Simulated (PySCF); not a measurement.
HCl3Si (SMILES Cl[SiH](Cl)Cl), singlet, geometry from GFN2-xTB; PySCF with M06/pcseg-1.

Here is a job for PySCF.
```python
from pyscf import gto, scf, dft

mol = gto.M(
    atom='''
Si    0.02863441   -0.01627765    0.49106656
Cl   -1.24158057   -1.43679456   -0.14881741
Cl   -0.64009829    1.79232122   -0.07685298
Cl    1.85144867   -0.33834186   -0.29276296
H     0.11303141   -0.06425436    1.93843503
''',
    basis='pcseg-1',
    verbose=5,
)

mf = dft.RKS(mol)
mf.xc = 'm06'
mf.kernel()
mf.analyze()
```

Question: Write the output that PySCF gives for this input, abridged.

Answer: 
```
PySCF version 2.14.0

[INPUT] verbose = 5
[INPUT] max_memory = 4000
[INPUT] num. atoms = 5
[INPUT] num. electrons = 66
[INPUT] charge = 0
[INPUT] spin (= nelec alpha-beta = 2S) = 0
[INPUT] symmetry False subgroup None
[INPUT] Mole.unit = angstrom
[INPUT] Symbol           X                Y                Z      unit          X                Y                Z       unit  Magmom
[...]
[INPUT] ---------------- BASIS SET ----------------
[INPUT] l, kappa, [nprim/nctr], expnt,             c_1 c_2 ...
[INPUT] H
[...]
                                1.86871           0.15915    0
                                0.418208           0.5    0
                                0.1061               0    1
[...]
[INPUT] Si
[...]
                                5545.96           0.00588668    0    0    0
                                1262.31           0.0300904    0    0    0
                                357.07            0.115247    0    0    0
                                115.686           0.318407    0    0    0
                                41.163             0.5    0    0    0
                                15.2701           0.291844    0    0    0
                                34.7095              0 -0.0827476    0    0
                                3.6129               0 0.530946    0    0
                                1.33671              0  0.5    0    0
                                0.21857              0    0    1    0
                                0.0775716            0    0    0    1
[...]
                                72.7046           0.0353002    0    0
                                22.9262           0.14612    0    0
                                8.29551           0.362053    0    0
                                3.11573            0.5    0    0
                                1.14622           0.289049    0    0
                                0.52798              0 0.201725    0
                                0.190994             0  0.5    0
                                0.0633721            0    0    1
[...]
[INPUT] Cl
[...]
                                8420.32           0.0057082    0    0    0
                                1916.46           0.0292141    0    0    0
                                542.099           0.112411    0    0    0
                                175.74            0.313999    0    0    0
                                62.7191            0.5    0    0    0
[...]
converged SCF energy = -1670.70300082627
Total Energy =                       -1670.703000826274319
[...]
0 Si 3dz^2       0.01639   0.28916
0 Si 3dxz       -0.16917   0.02926
0 Si 3dx2-y2    -0.03365   0.00058
1 Cl 1s          0.00003   0.00001
1 Cl 2s         -0.00009  -0.00003
1 Cl 3s         -0.00258   0.00180
1 Cl 4s         -0.04664   0.01329
1 Cl 2px         0.00008  -0.00009
1 Cl 2py         0.00000  -0.00010
1 Cl 2pz         0.00010  -0.00005
1 Cl 3px        -0.00049   0.00220
1 Cl 3py        -0.00174   0.00274
1 Cl 3pz        -0.00314  -0.00174
1 Cl 4px         0.01802   0.00131
1 Cl 4py        -0.01762   0.00429
1 Cl 4pz        -0.00697  -0.02724
1 Cl 3dxy        0.00233   0.02213
1 Cl 3dyz       -0.03565  -0.00033
1 Cl 3dz^2      -0.02229  -0.02613
1 Cl 3dxz       -0.01759  -0.00227
1 Cl 3dx2-y2     0.00287  -0.00359
2 Cl 1s          0.00001   0.00001
2 Cl 2s         -0.00003  -0.00003
2 Cl 3s         -0.00092   0.00179
2 Cl 4s         -0.01664   0.01328
2 Cl 2px         0.00008  -0.00005
2 Cl 2py         0.00000   0.00013
2 Cl 2pz         0.00003  -0.00004
2 Cl 3px         0.00099   0.00107
2 Cl 3py         0.00102  -0.00327
2 Cl 3pz        -0.00113  -0.00187
2 Cl 4px         0.03277  -0.00010
2 Cl 4py         0.01235  -0.00330
2 Cl 4pz        -0.00340  -0.02741
2 Cl 3dxy       -0.00591  -0.01390
2 Cl 3dyz        0.01895   0.00372
2 Cl 3dz^2      -0.00781  -0.02598
2 Cl 3dxz        0.01006  -0.00238
2 Cl 3dx2-y2     0.00521  -0.01740
3 Cl 1s         -0.00004   0.00001
3 Cl 2s          0.00013  -0.00003
3 Cl 3s          0.00350   0.00180
3 Cl 4s          0.06328   0.01330
3 Cl 2px         0.00007   0.00013
3 Cl 2py         0.00001  -0.00002
3 Cl 2pz        -0.00015  -0.00006
3 Cl 3px        -0.00182  -0.00357
3 Cl 3py         0.00061   0.00070
3 Cl 3pz         0.00434  -0.00147
3 Cl 4px         0.00003  -0.00596
3 Cl 4py         0.00958   0.00171
3 Cl 4pz         0.00755  -0.02691
3 Cl 3dxy        0.00188  -0.00796
3 Cl 3dyz        0.01212   0.00112
3 Cl 3dz^2       0.03523  -0.02609
3 Cl 3dxz       -0.04585  -0.00327
3 Cl 3dx2-y2    -0.00698   0.02084
4 H 1s          -0.00001  -0.01468
4 H 2s           0.00001  -0.07173
4 H 2px          0.97128   0.05521
4 H 2py          0.08251  -0.03144
4 H 2pz         -0.05393   0.94617
 ** Mulliken pop on meta-lowdin orthogonal AOs  **
 ** Mulliken pop  **
 ** Mulliken atomic charges  **
charge of    0Si =      0.85269
charge of    1Cl =     -0.25338
charge of    2Cl =     -0.25335
charge of    3Cl =     -0.25334
charge of    4H =     -0.09262
Dipole moment(X, Y, Z, Debye):  0.06331, -0.03607,  1.08129
```
